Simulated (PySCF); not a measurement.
CH5ClFNSi, SMILES N[Si@@H](Cl)CF.

The structure is a stationary point at B3LYP-D3(BJ)/def2-SVP. The structure was generated by enumeration; whether it is a known compound was not checked. One conformer was computed; it need not be the lowest.

Two levels are set side by side: TDDFT-PBE/def2-SVPD (PySCF) and TDDFT-LC-ωPBE/def2-SVPD (PySCF). Vertical, same geometry. The lowest singlet is HOMO→LUMO+1 96 % with PBE and HOMO→LUMO 73 % with the other functional; states are paired by order. Differences are taken from unrounded values.

| quantity | TDDFT-LC-ωPBE |
|---|---|
| lowest singlet excitation (eV) | 7.57 |
| lowest triplet excitation (TDA) (eV) | 7.05 |
| first bright state (f over 0.05) (eV) | 8.49 |
| its oscillator strength | 0.11 |

Problem. What does TDDFT-PBE give, and how far is it from TDDFT-LC-ωPBE? (The exact figures need the calculation; the answer reports its results.)

Solution. 
| quantity | TDDFT-PBE | TDDFT-PBE minus TDDFT-LC-ωPBE |
|---|---|---|
| lowest singlet excitation (eV) | 6.35 | -1.22 |
| lowest triplet excitation (TDA) (eV) | 5.93 | -1.12 |
| first bright state (f over 0.05) (eV) | 6.49 | -2.00 |
| its oscillator strength | 0.06 | -0.05 |

Functionals without exact exchange tend to place singlet excitations lower, as here. Differences between two approximate levels are no errors against the true value.

Rough cost on one machine, each run with all the roots and properties that it gave: TDDFT-LC-ωPBE against TDDFT-PBE about 8 times.
